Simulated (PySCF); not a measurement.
## UHF on Ar²⁺ (argon, charge +2)

Configuration: [Ne] 3s2 3p3 4s1, high-spin 5S determinant (an excited configuration). Calculation: PySCF 2.14, in aug-cc-pVQZ-DK (7s6p4d3f2g, 84 functions); scalar relativity by spin-free X2C-1e.

```
Total energy                        : -526.356301 hartree
One-electron energy                 : -706.8645 hartree
Hartree (Coulomb) energy            : 209.8911 hartree
Exchange energy                     : -29.3829 hartree
⟨S²⟩                                : 6.0004
⟨L²⟩                                : 0.000
Sum of ⟨r⟩                          : 13.51 bohr
Sum of ⟨r²⟩                         : 25.60 bohr²
Langevin diamagnetic susceptibility : -20.3 ×10⁻⁶ cm³/mol
```

| shell | electrons | mean orbital energy (hartree) | rms radius, mean of both spins (bohr) |
| --- | --- | --- | --- |
| 1s α | 1 | -120.59437 | 0.0991 |
| 1s β | 1 | -120.53696 | 0.0991 |
| 2s α | 1 | -13.86494 | 0.445 |
| 2s β | 1 | -13.80660 | 0.445 |
| 2p α | 3 | -11.04066 | 0.416 |
| 2p β | 3 | -10.94663 | 0.416 |
| 3s α | 1 | -2.64116 | 1.39 |
| 3s β | 1 | -2.16918 | 1.39 |
| 3p α | 3 | -1.86369 | 1.52 |
| 4s α | 1 | -0.68195 | 3.66 |

The outer electron is Rydberg-like, and this basis confines it to a smaller radius and binds it less than a complete one would.

Densities and radii are taken from the X2C orbitals without a picture-change correction, which distorts them close to the nucleus.

Spin-orbit constants ζ (cm⁻¹) from the X2C one-electron operator on these orbitals: bare nucleus, nucleus screened by l(l+1)(2l+1)/3 electrons, and screened by the Breit-Pauli mean field of the electrons.

```tsv
shell	bare	screened nucleus	mean field
2p	13160	11700	11040
3p	1327	1179	1103
```
